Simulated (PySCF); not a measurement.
TaO3, SMILES [O]=[Ta](=[O])=[O] (connectivity only; charge and spin as stated), neutral, multiplicity 2. Coordinates come from a B3LYP-D3(BJ)/def2-TZVP optimisation. The spin state was assumed, not searched. The def2 effective core potentials stand for the cores of Ta; spin–orbit coupling is left out.

The numbers are results of B3LYP-D3(BJ)/def2-TZVP in PySCF, not measurements.

Harmonic wavenumbers (cm⁻¹): 160, 198, 296, 519, 778, 940. Rotational constants (GHz): 6.043, 5.860, 3.802; symmetry number 1.

Work out the zero-point energy and the ideal-gas rigid-rotor harmonic-oscillator thermochemistry at 298.15 K and 1 atm.

ZPE = ½ Σ hcν = ½ × 2892 cm⁻¹ = 4.13 kcal/mol. H − E(el) = 7.73 kcal/mol. Entropy in cal/(mol K): translation 42.19, rotation 25.28, vibration 7.10, spin 1.38, total 75.94. G − E(el) = -14.91 kcal/mol. Cp = 15.71 cal/(mol K).
